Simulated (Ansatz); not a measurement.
C8H10O: where a starting geometry ends

The starting geometry of this gas-phase singlet was optimised with GFN2-xTB; its bonds are those of `CCc1ccccc1O`.

```xyz
19

C     0.1970   -2.6566    0.2846
C     1.0047   -1.5287    0.9287
C     1.3638   -0.4834   -0.0876
C     0.5719    0.6360   -0.2847
C     0.8874    1.5863   -1.2411
C     2.0171    1.4232   -2.0207
C     2.8221    0.3121   -1.8426
C     2.5006   -0.6420   -0.8869
O     3.2797   -1.7467   -0.6969
H     0.7822   -3.1351   -0.4964
H    -0.0683   -3.4052    1.0276
H    -0.7167   -2.2649   -0.1579
H     1.9192   -1.9447    1.3540
H     0.4202   -1.0734    1.7306
H    -0.3090    0.7644    0.3280
H     0.2545    2.4504   -1.3748
H     2.2774    2.1577   -2.7681
H     3.7089    0.1800   -2.4499
H     4.0338   -1.7129   -1.2973
```

Task: Predict what becomes of its bonds when it is optimised with PBE-D3(BJ)/def2-SVP.

Result: It keeps its bonds, and is `CCc1ccccc1O`.

The energy falls by 0.14 eV over 8 steps:

| step | E − E(last) (eV) |
| --- | --- |
| 1 | 0.144 |
| 2 | 0.016 |
| 3 | 0.003 |
| 4 | 0.003 |
| 5 | 0.001 |
| 6 | 0.000 |
| 7 | 0.000 |
| 8 | 0.000 |

Final geometry (Å):

| atom | x (Å) | y (Å) | z (Å) |
| --- | --- | --- | --- |
| C | 0.2681 | -2.7418 | 0.2984 |
| C | 0.9488 | -1.5172 | 0.9301 |
| C | 1.3308 | -0.4626 | -0.0817 |
| C | 0.5756 | 0.7085 | -0.2639 |
| C | 0.9166 | 1.6732 | -1.2265 |
| C | 2.0435 | 1.4687 | -2.0352 |
| C | 2.8163 | 0.3087 | -1.8775 |
| C | 2.4642 | -0.6522 | -0.9122 |
| O | 3.1885 | -1.7972 | -0.7274 |
| H | 0.9408 | -3.2275 | -0.4358 |
| H | 0.0032 | -3.4941 | 1.0690 |
| H | -0.6618 | -2.4514 | -0.2316 |
| H | 1.8606 | -1.8497 | 1.4700 |
| H | 0.2761 | -1.0618 | 1.6864 |
| H | -0.3068 | 0.8645 | 0.3776 |
| H | 0.3065 | 2.5811 | -1.3407 |
| H | 2.3298 | 2.2132 | -2.7935 |
| H | 3.7054 | 0.1412 | -2.5088 |
| H | 3.9402 | -1.7871 | -1.3481 |

No frequencies were run, so the end isn't proven a minimum. Run with Ansatz 0.2.0, 16 s on 4 threads of Arm Neoverse V1, on a shared host.
